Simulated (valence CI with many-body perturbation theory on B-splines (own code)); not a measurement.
## E1 transitions of Cs41+

Level of theory: valence CI with perturbative core correlation (CI+MBPT): four valence electrons over a frozen Dirac-Fock core [Ne], a basis of 11 s, 11 p, 9 d, 7 f, 5 g, 2 h, 1 i functions for each j, with the one-electron correlation potential Σ1 (screened to all orders), the two-electron term Σ2, the three-electron term Σ3, Breit, model QED; selected single and double excitations, second order for the rest (own B-spline code, finite nucleus).

The last digits are not significant, and no measured levels were compared; by estimate large intervals hold to a few tenths of a per cent, small ones and those within an open d or f shell to about a per cent.

Lines 151 to 200 of 217 in falling wavelength, among levels below 4029.4 × 10³ cm⁻¹, chosen from the strongest by gf and those to the six lowest levels. Wavelengths and rates use the calculated energies. Electric multipoles are in the length gauge, E1 and E2 with the static RPA response of the core. Weak lines are less certain than strong ones. Lines between different terms over intervals too small for the method are left out, as are lines whose strength nearly cancels. The highest levels of a list are the least certain.

Levels are named by their leading jj configuration (3d3/2^4 stands for four electrons in 3d with j = 3/2), which in mixed levels can hold well under half, so a name can repeat and another be missing. Letters in brackets count levels of one name in rising energy.

| λ vac (Å) | Upper | Lower | A (s⁻¹) | S (a.u.) |
| --- | --- | --- | --- | --- |
| 58.10 | (3s 3p1/2 3p3/2 3d3/2) J=3 [c] | (3s^2 3p1/2 3d3/2) J=2 | 2.50e+11 | 1.69e-01 |
| 57.69 | (3s 3p1/2 3p3/2 3d5/2) J=3 [c] | (3s 3p1/2 3p3/2^2) J=2 [a] | 2.04e+10 | 1.36e-02 |
| 57.59 | (3s 3p3/2^3) J=1 | (3s^2 3p3/2^2) J=0 | 2.73e+11 | 7.73e-02 |
| 57.31 | (3s 3p1/2 3p3/2^2) J=2 [b] | (3s^2 3p1/2 3p3/2) J=1 | 2.05e+10 | 9.53e-03 |
| 57.29 | (3s 3p1/2 3p3/2 3d3/2) J=2 [a] | (3s 3p1/2^2 3p3/2) J=2 | 1.10e+10 | 5.11e-03 |
| 57.22 | (3s 3p1/2 3p3/2^2) J=1 [b] | (3s^2 3p1/2 3p3/2) J=2 | 3.26e+11 | 9.04e-02 |
| 57.04 | (3s 3p1/2 3p3/2 3d5/2) J=1 [b] | (3s 3p1/2 3p3/2^2) J=2 [a] | 1.43e+10 | 3.94e-03 |
| 56.48 | (3s 3p1/2 3p3/2 3d3/2) J=1 [c] | (3s^2 3p1/2 3d3/2) J=2 | 2.83e+11 | 7.55e-02 |
| 56.19 | (3s 3p1/2 3p3/2 3d5/2) J=3 [d] | (3s^2 3p1/2 3d5/2) J=3 | 8.29e+10 | 5.08e-02 |
| 56.08 | (3s 3p1/2 3p3/2 3d5/2) J=2 [c] | (3s^2 3p1/2 3d5/2) J=3 | 5.99e+10 | 2.61e-02 |
| 55.99 | (3s 3p1/2 3p3/2 3d5/2) J=2 [c] | (3s^2 3p1/2 3d3/2) J=1 | 1.69e+10 | 7.30e-03 |
| 55.54 | (3s 3p1/2 3p3/2^2) J=1 [b] | (3s^2 3p1/2 3p3/2) J=1 | 1.43e+11 | 3.63e-02 |
| 55.42 | (3s 3p1/2 3p3/2 3d3/2) J=1 [a] | (3s 3p1/2^2 3p3/2) J=2 | 6.08e+09 | 1.53e-03 |
| 54.87 | (3s 3p1/2 3p3/2 3d5/2) J=1 [c] | (3s 3p1/2 3p3/2^2) J=2 [a] | 2.09e+10 | 5.11e-03 |
| 54.79 | (3s 3p1/2 3p3/2 3d3/2) J=2 [c] | (3s 3p1/2^2 3p3/2) J=1 | 3.29e+10 | 1.34e-02 |
| 54.78 | (3s 3p1/2 3p3/2 3d5/2) J=2 [b] | (3s^2 3p1/2 3d3/2) J=2 | 1.92e+10 | 7.81e-03 |
| 54.68 | (3s 3p1/2 3p3/2 3d3/2) J=3 [a] | (3s 3p1/2^2 3p3/2) J=2 | 1.10e+10 | 6.21e-03 |
| 54.59 | (3s 3p1/2 3p3/2 3d5/2) J=2 [d] | (3s^2 3p1/2 3d5/2) J=3 | 1.38e+11 | 5.55e-02 |
| 54.53 | (3s 3p1/2 3p3/2 3d3/2) J=2 [b] | (3s 3p1/2^2 3p3/2) J=2 | 6.10e+10 | 2.44e-02 |
| 54.01 | (3s 3p3/2^3) J=1 | (3s^2 3p3/2^2) J=2 | 4.02e+11 | 9.37e-02 |
| 53.05 | (3s 3p1/2 3p3/2 3d5/2) J=2 [d] | (3s 3p1/2 3p3/2^2) J=2 [a] | 2.41e+10 | 8.87e-03 |
| 52.69 | (3s 3p1/2 3p3/2 3d3/2) J=2 [e] | (3s^2 3p1/2 3d3/2) J=2 | 1.29e+11 | 4.66e-02 |
| 52.27 | (3s 3p1/2 3p3/2 3d5/2) J=1 [a] | (3s 3p1/2^2 3p3/2) J=1 | 5.29e+10 | 1.12e-02 |
| 50.29 | (3s 3p1/2 3p3/2 3d3/2) J=2 [c] | (3s 3p1/2^2 3p3/2) J=2 | 2.27e+10 | 7.11e-03 |
| 49.97 | (3s 3p1/2 3p3/2 3d3/2) J=3 [b] | (3s 3p1/2^2 3p3/2) J=2 | 2.62e+11 | 1.13e-01 |
| 49.30 | (3s^2 3p3/2 3d3/2) J=2 | (3s^2 3p1/2 3p3/2) J=2 | 4.43e+11 | 1.31e-01 |
| 49.25 | (3s^2 3p3/2 3d3/2) J=3 | (3s^2 3p1/2 3p3/2) J=2 | 3.99e+11 | 1.65e-01 |
| 49.19 | (3s^2 3p3/2 3d3/2) J=1 | (3s^2 3p1/2 3p3/2) J=2 | 6.16e+10 | 1.09e-02 |
| 49.01 | (3s 3p1/2 3p3/2 3d3/2) J=2 [d] | (3s 3p1/2^2 3p3/2) J=2 | 3.56e+11 | 1.03e-01 |
| 48.84 | (3s^2 3p3/2 3d5/2) J=2 | (3s^2 3p1/2 3p3/2) J=2 | 2.72e+09 | 7.81e-04 |
| 48.82 | (3s 3p1/2 3p3/2 3d3/2) J=1 [b] | (3s 3p1/2^2 3p3/2) J=2 | 3.83e+11 | 6.59e-02 |
| 48.44 | (3s 3p1/2 3p3/2 3d3/2) J=1 [d] | (3s 3p1/2^2 3p3/2) J=1 | 5.57e+11 | 9.37e-02 |
| 48.40 | (3s 3p1/2 3p3/2 3d5/2) J=2 [a] | (3s 3p1/2^2 3p3/2) J=2 | 8.28e+10 | 2.32e-02 |
| 48.26 | (3s 3p1/2 3p3/2 3d3/2) J=0 [b] | (3s 3p1/2^2 3p3/2) J=1 | 2.36e+11 | 1.31e-02 |
| 48.15 | (3s 3p1/2 3p3/2 3d5/2) J=1 [a] | (3s 3p1/2^2 3p3/2) J=2 | 1.17e+10 | 1.94e-03 |
| 48.05 | (3s^2 3p3/2 3d3/2) J=2 | (3s^2 3p1/2 3p3/2) J=1 | 2.18e+11 | 5.96e-02 |
| 47.95 | (3s^2 3p3/2 3d3/2) J=1 | (3s^2 3p1/2 3p3/2) J=1 | 4.78e+11 | 7.80e-02 |
| 47.88 | (3s^2 3p1/2 3d3/2) J=1 | (3s^2 3p1/2^2) J=0 | 6.47e+11 | 1.05e-01 |
| 47.88 | (3s 3p1/2 3p3/2 3d3/2) J=3 [c] | (3s 3p1/2^2 3p3/2) J=2 | 5.15e+08 | 1.95e-04 |
| 47.69 | (3s^2 3p3/2 3d3/2) J=0 | (3s^2 3p1/2 3p3/2) J=1 | 4.72e+11 | 2.53e-02 |
| 47.61 | (3s^2 3p3/2 3d5/2) J=2 | (3s^2 3p1/2 3p3/2) J=1 | 1.87e+09 | 4.98e-04 |
| 47.57 | (3s 3p1/2 3p3/2 3d3/2) J=2 [e] | (3s 3p1/2^2 3p3/2) J=1 | 2.78e+11 | 7.37e-02 |
| 47.00 | (3s 3p1/2 3p3/2 3d5/2) J=3 [a] | (3s 3p1/2^2 3p3/2) J=2 | 4.92e+10 | 1.77e-02 |
| 46.77 | (3s 3p1/2 3p3/2 3d3/2) J=1 [c] | (3s 3p1/2^2 3p3/2) J=2 | 8.39e+08 | 1.27e-04 |
| 45.60 | (3s 3p1/2 3p3/2 3d5/2) J=2 [b] | (3s 3p1/2^2 3p3/2) J=2 | 3.12e+10 | 7.31e-03 |
| 45.29 | (3s 3p1/2 3p3/2 3d5/2) J=3 [b] | (3s 3p1/2^2 3p3/2) J=2 | 8.70e+10 | 2.79e-02 |
| 44.88 | (3s 3p1/2 3p3/2 3d3/2) J=1 [d] | (3s 3p1/2^2 3p3/2) J=2 | 6.26e+07 | 8.38e-06 |
| 44.84 | (3s 3p1/2 3p3/2 3d5/2) J=0 | (3s 3p1/2^2 3p3/2) J=1 | 1.70e+11 | 7.58e-03 |
| 44.37 | (3s^2 3p3/2 3d5/2) J=3 | (3s^2 3p1/2 3p3/2) J=2 | 1.27e+10 | 3.82e-03 |
| 44.14 | (3s 3p1/2 3p3/2 3d3/2) J=2 [e] | (3s 3p1/2^2 3p3/2) J=2 | 1.82e+10 | 3.86e-03 |
